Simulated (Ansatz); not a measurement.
Born–Oppenheimer molecular dynamics of CH4BClOSi (9 atoms, charge 0, multiplicity 1). It starts from a relaxed structure.

These are results of Ansatz, RKS PBE/STO-3G, not measurements.

```
ensemble        : NVT, Langevin thermostat
time step       : 0.5 fs
steps asked     : 266
set temperature : 700 K
friction        : 0.005 /fs
seed            : 393721
```

First frame:

```xyz
9
Properties=species:S:1:pos:R:3
Cl -2.585 0.343 0.683
B -0.890 0.309 0.088
C 0.402 0.866 0.774
O 0.310 -0.673 0.693
Si 0.072 -0.776 -1.158
H 1.281 1.295 0.246
H 0.371 1.158 1.844
H -0.206 -2.187 -1.405
H 1.333 -0.381 -1.782
```

(1) How far do the bonds stretch over the last three quarters of this one trajectory? (Pairs bonded in most of those frames.)

Answers

(1) 
```csv
bond,mean (Å),spread (Å),shortest,longest
Cl1–B2,1.797,0.032,1.75,1.86
B2–C3,1.568,0.043,1.50,1.66
B2–O4,1.676,0.052,1.58,1.78
B2–Si5,1.923,0.041,1.85,2.02
C3–O4,1.552,0.062,1.44,1.66
C3–H6,1.114,0.020,1.07,1.15
C3–H7,1.115,0.027,1.05,1.18
O4–Si5,1.874,0.040,1.82,1.93
Si5–H8,1.461,0.018,1.42,1.50
Si5–H9,1.465,0.022,1.43,1.51
```

Mean temperature of the second half: 417 K. The mean temperature of the second half is 40 % below the set value. A run of 0.13 ps of so small a system gives no equilibrium averages. Limits of this set-up: minimal basis.

Time of the run: 5.2 min on 1 CPU thread of a shared host.
